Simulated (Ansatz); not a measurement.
Isolated molecules relaxed with PBE0-D4/def2-TZVP in Ansatz; ΔE leaves out vibrations. CCSD(T)/CBS adds triple-zeta CCSD(T) − MP2 to the extrapolated MP2 energy (def2 sets, frozen cores). DFT in def2-TZVPP. One conformer a species, not always the lowest.

Reaction (formal exchange of groups at the Si–C bond): `CC[SiH]([SiH3])Cl` + `C=NCF` → `FC[SiH]([SiH3])Cl` + `C=NCC`

(1) Is it downhill or uphill in electronic energy at CCSD(T)/CBS, and by how much? (Best estimate.)

(2) What do these levels give: PBE-D4, r2SCAN-D4, PBE0-D4, MP2/def2-TZVPP, HF/CBS(def2), CCSD/CBS(def2)? (An estimate is asked.)

Largest T1 diagnostic among the species: 0.012.

Results:

(1) The calculation gave: Uphill: ΔE = +0.44 eV.

(2) The calculation gave: PBE-D4 0.45, r2SCAN-D4 0.48, PBE0-D4 0.47, MP2/def2-TZVPP 0.47, HF/CBS(def2) 0.40, CCSD/CBS(def2) 0.43 eV.

In def2-TZVPP, CCSD(T) changes the Hartree–Fock value by +0.04 eV (the triples alone add +0.01 eV) and MP2 by +0.06 eV. The D4 term adds +0.03 eV with B3LYP and +0.02 eV with PBE0; it sums over pairs of atoms, weighted by their polarisabilities, and B3LYP, whose exchange is more repulsive, gets the larger term.

B3LYP here is the variant with VWN-RPA as its local correlation; programs differ in this.
